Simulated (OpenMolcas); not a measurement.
## Mn2+, Tc2+, Re2+: d5 down the group

```yaml
Program: OpenMolcas
Method: MS-RASPT2, IPEA 0.25 Eh, imaginary shift 0.1 Eh
Basis: ANO-RCC-VTZP
Scalar_Hamiltonian: DKH2, point nucleus
Spin-orbit_coupling: RASSI with atomic mean-field integrals over the reference wave functions, term energies averaged over their components
```

Active space for each ion: 5 electrons in 9 orbitals (RAS2 d s; RAS3 p, at most 2 electrons); closed shells correlated by CASPT2: Mn2+ 3s 3p; Tc2+ 4s 4p; Re2+ 5s 5p.

Computed levels in cm-1 above 6S 5/2:

| Level | Mn2+ | Tc2+ | Re2+ |
| --- | --- | --- | --- |
| 4G 7/2 | 27300 | 20730 | 18580 |
| 4G 11/2 | 27310 | 20790 | 19780 |
| 4G 9/2 | 27310 | 20840 | 20210 |
| 4D 7/2 | 32420 | 24300 | 22720 |
| 4D 1/2 | 32490 | 24840 | 23350 |
| 2I 11/2 | 40180 | 30770 | 29040 |
| 2I 13/2 | 40240 | 31160 | 31600 |
| 2F 7/2(1) | 43370 | 34580 | 32810 |
| 2H 11/2 | 47650 | 38070 | 40780 |
| weight of 6S in the lowest level (%) | 100 | 99 | 89 |

Mixed levels, with the weight of the term that names them: Re2+ 4G 7/2 (65 %), Re2+ 4D 7/2 (60 %), Re2+ 4D 1/2 (58 %), Re2+ 2I 11/2 (74 %), Re2+ 2F 7/2(1) (57 %), Re2+ 2H 11/2 (64 %).

Measured, with the error of the calculation in %. Measured levels: Mn2+ from Corliss and Sugar, J. Phys. Chem. Ref. Data 6, 1253 (1977); Re2+ from the list in Brasseur, Gamrath and Quinet, At. Data Nucl. Data Tables 157, 101636 (2024).

| Level | Mn2+ | Re2+ |
| --- | --- | --- |
| 4G 7/2 | 26860 (+1.6) | 16890 (+10.0) |
| 4G 11/2 |  | 18020 (+9.8) |
| 4G 9/2 |  | 18346 (+10.2) |
| 4D 7/2 | 32307 (+0.4) | 20453 (+11.1) |
| 4D 1/2 | 32369 (+0.4) |  |
| 2I 11/2 | 39174 (+2.6) | 26170 (+10.9) |
| 2I 13/2 | 39176 (+2.7) | 28588 (+10.5) |
| 2F 7/2(1) | 42606 (+1.8) |  |
| 2H 11/2 | 46671 (+2.1) |  |

Without spin-orbit coupling 4G lies 27300, 20760, 19130 cm-1 above 6S in that order; the difference to the level 4G 7/2, of either sign, comes from spin-orbit coupling, which also lowers the zero.

CASPT2 does not keep the components of a term degenerate, so their means are used; among the terms shown or strongly mixed into the levels shown the widest spread is 290 cm-1 (3d5 4G, Mn2+). Over all roots computed the reference weight is 0.87 to 0.95 in Mn2+; the roots of lowest weight are the least certain, and an intruder state may touch them. Some high roots are left out of the spin-orbit mixing, which shifts the levels that they would mix with. Terms from blocks run as CI alone lack orbitals of their own. Blocks of more than 70 roots (2S+1 = 2 even) ran without multistate coupling (holds for Mn2+). Blocks of more than 70 roots (2S+1 = 4 even, 2 even) ran without multistate coupling (holds for Tc2+; Re2+). Configurations are named by rounded mean occupations; where the s occupation lies near a half they are strongly mixed, a name can repeat and a true partner stay unpaired (holds for Re2+). The CASPT2 spread within a term exceeds the gap to the next term for 5d5 2I and 5d5 2F(1), so the order of their levels is uncertain (holds for Re2+). Computed and measured levels are paired by configuration, term and J; levels that our copy of the source lacks, or whose pairing is in doubt (as where it misses far off the trend of its configuration), stay unpaired and out of the deviations. Levels of configurations outside the active space are missing.

A number in round brackets counts repeated terms of one configuration in the order of the reference energies.
